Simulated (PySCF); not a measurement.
The same groups moved round the core (benzothiophene boryl+boryl). Gas-phase values, no solvent. One relaxed conformer stands for each flexible species; it need not be the lowest. Strings in code marks are SMILES.

Level of theory: PBE0-D4/def2-TZVP // PBE0-D4/def2-SVP (PySCF). Excitations are Tamm–Dancoff values on a coarser integration grid. The basis has no diffuse functions, so Rydberg states are missing or too high.

| species | brightest of the four lowest singlets (TDA) (eV) | LUMO (eV) |
|---|---|---|
| `Bc1cc(B)c2ccsc2c1` | 4.67 | -2.50 |
| `Bc1cc(B)c2sccc2c1` | 4.89 | -2.42 |
| `Bc1cc2c(B)cccc2s1` | 4.44 | -2.78 |
| `Bc1ccc(B)c2sccc12` | 3.08 | -2.99 |
| `Bc1ccc2c(B)csc2c1` | 4.69 | -2.32 |
| `Bc1cc2c(cc(B)s2)cc1` | 4.20 | -2.91 |
| `Bc1ccc2sc(B)cc2c1` | 4.72 | -2.54 |
| `Bc1csc2c(B)cccc12` | 4.39 | -2.32 |
